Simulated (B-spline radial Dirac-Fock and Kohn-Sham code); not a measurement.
# Satellites and hypersatellites of the K lines of Tc¹⁸⁺

System: Tc¹⁸⁺, [Ar] 3d7.

Model: Dirac-Fock ΔSCF + Breit + QED. Program: a radial atomic solver. Each two-hole energy is an average over J within one jj subconfiguration, not an observable level; in light atoms, where LS coupling holds, the j-resolved values are not observed lines, and for a K spectator the Kα1 hypersatellite is nearly forbidden. Electron correlation is not included.

Lines without a spectator: Kα2 (K-L2) 18259.0 eV, Kα1 (K-L3) 18376.1 eV, Kβ3 (K-M2) 20670.4 eV, Kβ1 (K-M3) 20692.5 eV. Shifts in eV with one spectator hole (a dash: not computed, or left out as unreliable):

```
spectator hole     Kα2     Kα1     Kβ3     Kβ1
        K (1s)  +481.7  +492.9  +616.2  +618.6
    L2 (2p1/2)   +52.5   +65.2       –  +143.9
    L3 (2p3/2)   +54.0   +53.4  +131.9       –
    M2 (3p1/2)       –   +8.55  +21.80  +25.55
    M3 (3p3/2)   +6.99       –  +23.10  +22.55
```

With n spectator holes in 2p, averaged over the 2p shell (energies in eV):

```
n     KαLⁿ   step  hypersatellite KαʰLⁿ
0  18337.1      –               18826.2
1  18393.7  +56.7               18884.3
2  18451.8  +58.0               18943.8
3  18511.2  +59.4               19004.7
4  18571.9  +60.7               19066.8
5  18634.0  +62.1               19130.4
```
